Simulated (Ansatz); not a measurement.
System: C4F5, net charge 0, doublet state. It need not be the lowest isomer of its formula. 
Coordinates optimised at B3LYP-D3(BJ)/def2-TZVP (Ansatz, a quantum-chemistry and plane-wave program):
SMILES: FC(=C(F)C(F)=[C]F)F
```xyz
9

F      2.4611     0.3029    -1.7882
C      1.2700     0.1724    -1.2897
C      0.8491    -0.4505    -0.2071
F      1.7087    -1.1545     0.5751
C     -0.5319    -0.4324     0.2295
F     -1.1408    -1.6313     0.3513
C     -1.2364     0.6582     0.5197
F     -2.5028     0.6352     0.8631
F     -0.7601     1.8827     0.4972
```
Charge 0, spin multiplicity 2.

Quantity: atomisation energy (electronic, to ground-state atoms), in eV. Valence correlation only, unless marked. UHF or UKS for open shells. No spin-orbit coupling. Non-relativistic. The coupled-cluster limit lacks core correlation, which all-electron functionals hold. Basis-set limits of correlation are two-point, X^-3; Hartree-Fock from the larger set. [CCSD(T)-MP2]/basis is that difference in the basis named.

```
level             program  atomisation energy (eV)
----------------  -------  -----------------------
HF/6-31G           Ansatz                    20.87
SVWN5/def2-TZVPD   Ansatz                    50.24
```

### Question
What does RI-MP2/CBS(cc-pVTZ,cc-pVQZ)+[CCSD(T)-MP2]/cc-pVDZ (Ansatz) give?

### Answer
39.75 eV
